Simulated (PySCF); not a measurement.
Point-charge models of `Cc1cc(F)ccp1` against its computed dipole.

Coordinates (GFN2-xTB, Å) and charges (e) from the PBE0/pcSseg-1 density (PySCF):

```tsv
atom	x	y	z	Mulliken	IAO	Hirshfeld	ESP-fitted
C1	-2.310	0.378	0.095	-0.1591	-0.4218	-0.1192	-0.5654
C2	-0.813	0.295	0.013	-0.5654	-0.1817	-0.0368	+0.4785
C3	-0.210	-0.945	0.123	-0.0378	-0.1859	-0.0657	-0.6392
C4	1.158	-1.128	0.061	+0.2774	+0.3055	+0.0959	+0.6285
F5	1.626	-2.392	0.183	-0.2851	-0.2702	-0.0840	-0.2340
C6	2.085	-0.116	-0.115	-0.1005	-0.1799	-0.0635	-0.5829
C7	1.698	1.199	-0.248	-0.3787	-0.3636	-0.1007	+0.0840
P8	0.067	1.787	-0.218	+0.4889	+0.3267	+0.0692	-0.2833
H9	-2.769	-0.218	-0.694	+0.1374	+0.1569	+0.0497	+0.1608
H10	-2.662	-0.009	1.051	+0.1375	+0.1570	+0.0498	+0.1609
H11	-2.645	1.408	-0.008	+0.1231	+0.1523	+0.0432	+0.1663
H12	-0.828	-1.822	0.265	+0.1049	+0.1636	+0.0550	+0.2465
H13	3.132	-0.384	-0.146	+0.1185	+0.1709	+0.0572	+0.2405
H14	2.471	1.945	-0.383	+0.1390	+0.1701	+0.0497	+0.1389
```

What dipole does each set of charges give (1 e·Å = 4.803 D), and what does the density give?

The full density gives (-0.51, -0.19, 0.06) D, 0.55 D in size; dipole vectors point from the negative to the positive end.

| scheme | μx | μy | μz | size (D) | share of the full size (%) | angle to the full dipole (°) |
| --- | --- | --- | --- | --- | --- | --- |
| Mulliken | -2.74 | 3.77 | -0.28 | 4.67 | 849 | 75 |
| IAO | -1.59 | 2.78 | -0.23 | 3.21 | 583 | 81 |
| Hirshfeld | -0.64 | 0.64 | -0.04 | 0.91 | 165 | 66 |
| ESP-fitted | -0.55 | -0.14 | 0.05 | 0.57 | 103 | 6 |

Which set comes closest?

Length of the difference vector: ESP-fitted 0.06 D, Hirshfeld 0.85 D, IAO 3.17 D, Mulliken 4.56 D. Closest: ESP-fitted. 

What is left for the Hirshfeld atoms' own dipoles?

The shares of the density sum to the whole, so what Σ q r misses lies in dipoles about the nuclei. The atomic dipoles sum to (-0.51, -0.19, 0.06) − (-0.64, 0.64, -0.04) = (0.13, -0.83, 0.10) D, 0.85 D in size.

With the origin at the mean of the coordinates, (0.000, 0.000, -0.002) Å, which are the largest single terms, by size, of the Mulliken dipole along the direction of the full one?

C7 +3.68, H14 -2.01, C2 -1.78, H10 +1.71, H9 +1.71 D; all 14 atoms together +1.22 D. The single terms depend on the origin, their sum doesn't.

Give the size of the full dipole in other units.

0.55 D = 0.217 au = 0.115 e·Å = 1.84 × 10⁻³⁰ C·m.

Geometry: GFN2-xTB; no solvent, vibrations or thermal averaging.

The run behind these numbers computed NMR shieldings as well. The run took 21 s of wall time on Arm Neoverse V1, one thread, no GPU, shared host.
